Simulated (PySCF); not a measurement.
## HgI₃⁻: fields on a plane

Method: PySCF, PBE0, basis Hg def2-SVPD with ECP60, I def2-SVPD with ECP28 (scalar-relativistic core potentials, no spin–orbit coupling, density fitting).

The singlet minimum has Hg–I 2.762 Å (×3); I–Hg–I 120.0° (×3).

The plane holds Hg1 at (0.00, 0.00), I2 at (2.76, 0.00), I3 at (-1.38, 2.39), I4 at (-1.38, -2.39) Å. Columns run from x = -3.45 to 4.95 Å, rows from y = 4.65 (top) to -4.35 Å, in steps of 0.3 Å. Other isomers or separated fragments may lie lower. Core electrons replaced by a potential are absent, the electrostatic potential uses the reduced nuclear charge, and values within about 0.7 Å of such atoms have no physical meaning.

Give the electrostatic potential (V) (cut at 20 V). Lower edges of the bins (V): '0' -4.02, '1' -3.88, '2' -3.65, '3' -3.30, '4' -2.73, '5' -1.84, '6' -0.42, '7' 1.83, '8' 5.40, '9' 11.05; top 20.0.


```
33333333222222333333444444444
33333333322122223333334444444
33334444432111222333333344444
33345666653200112223333334444
33456788875310011222233333344
23468999997520001122222333334
23579999998631000111122233334
23579999999742000000111222333
12579999999752100000000122333
12479999999753211000000112233
01358999998654332222333222233
00146789887766543345665433233
00024567778888755567888754333
10012356789999876689999975433
10001346899999987899999986433
10001346899999987899999997543
10001346899999987899999997543
10001346899999987899999986433
10012356789999876689999975433
00024567778888755567888754333
00146789887766543345665433233
01358999998654332222333222233
12479999999753211000000112233
12579999999752100000000122333
23579999999742000000111222333
23579999998631000111122233334
23468999997520001122222333334
33456788875310011222233333344
33345666653200112223333334444
33334444432111222333333344444
33333333322122223333334444444
```

Give the electron localisation function (set to 0 where the density is under 0.005 e/Å³). Every second row and column.


```
0.00 0.00 0.11 0.20 0.27 0.25 0.00 0.00 0.00 0.00 0.00 0.00 0.00 0.00 0.00
0.00 0.20 0.39 0.58 0.68 0.63 0.45 0.00 0.00 0.00 0.00 0.00 0.00 0.00 0.00
0.22 0.50 0.71 0.64 0.72 0.84 0.69 0.33 0.00 0.00 0.00 0.00 0.00 0.00 0.00
0.43 0.76 0.53 0.62 0.52 0.66 0.76 0.29 0.00 0.00 0.00 0.00 0.00 0.00 0.00
0.55 0.83 0.38 0.74 0.81 0.44 0.63 0.10 0.01 0.10 0.40 0.44 0.29 0.00 0.00
0.50 0.79 0.76 0.24 0.23 0.64 0.28 0.12 0.08 0.46 0.75 0.77 0.62 0.31 0.00
0.26 0.53 0.66 0.66 0.45 0.21 0.29 0.26 0.26 0.72 0.69 0.76 0.80 0.49 0.14
0.00 0.05 0.10 0.18 0.25 0.70 0.78 0.42 0.33 0.38 0.69 0.45 0.65 0.59 0.19
0.00 0.01 0.03 0.16 0.31 0.78 0.03 0.54 0.34 0.24 0.57 0.80 0.53 0.60 0.19
0.00 0.26 0.34 0.36 0.22 0.39 0.55 0.30 0.31 0.64 0.25 0.32 0.77 0.55 0.17
0.41 0.69 0.79 0.62 0.60 0.40 0.21 0.20 0.17 0.64 0.82 0.84 0.74 0.41 0.00
0.54 0.82 0.57 0.65 0.57 0.55 0.48 0.08 0.02 0.26 0.60 0.63 0.47 0.19 0.00
0.51 0.81 0.37 0.76 0.81 0.48 0.72 0.18 0.00 0.00 0.18 0.21 0.00 0.00 0.00
0.33 0.66 0.69 0.26 0.29 0.81 0.74 0.35 0.00 0.00 0.00 0.00 0.00 0.00 0.00
0.12 0.33 0.59 0.73 0.80 0.78 0.59 0.24 0.00 0.00 0.00 0.00 0.00 0.00 0.00
0.00 0.10 0.22 0.37 0.47 0.45 0.27 0.00 0.00 0.00 0.00 0.00 0.00 0.00 0.00
```

The lowest empty level of this anion is unbound, so it and the gap depend on the basis. With an element this heavy the missing spin–orbit coupling can shift these numbers.
